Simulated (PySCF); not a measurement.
Computed properties of MgHF, SMILES [F][MgH]

MgHF, SMILES [F][MgH]. Geometry optimised at r2SCAN-D4/def2-TZVPD. The values are those of a single conformer. All values are computed for the isolated molecule unless a solvent is named; none is compared with measurement here.

**Structure.** The optimised structure has C∞v symmetry. All 4 harmonic modes at r2SCAN-D4/def2-TZVPD (PySCF) are real, so it is a minimum.

**Vibrations.** The strongest infrared lines (harmonic, unscaled, degenerate partners summed) lie at 319 cm⁻¹ (652 km/mol, H 83 %, Mg 13 %), 1669 cm⁻¹ (135 km/mol, H 95 %), 716 cm⁻¹ (63 km/mol, F 57 %, Mg 41 %). The softest mode is at 319 cm⁻¹ and the zero-point energy is 4.3 kcal/mol.

**Electronic structure.** B3LYP/def2-TZVPD (PySCF) places the frontier levels at -8.14 and -1.29 eV, a gap of 6.85 eV, and gives a dipole moment of 1.51 D and a mean polarisability of 27.2 bohr³.

**Excitations.** TDA-ωB97X/def2-TZVPD (PySCF) has S1 at 6.96 eV (178 nm, f = 0.567, bright); the most intense of the 10 singlets computed lies at 6.96 eV (f = 0.57). Strengths of degenerate partners are summed. T1 (TDA) is at 5.77 eV, 1.19 eV under S1. No vertical singlet excitation falls in the visible range (under 3.1 eV).

**NMR.** GIAO shifts at KT2/pcSseg-2 (PySCF) (non-relativistic, atoms alike by connectivity averaged): ¹H at 4.8 ppm against TMS; ¹⁹F at -249.0 ppm against CFCl3.
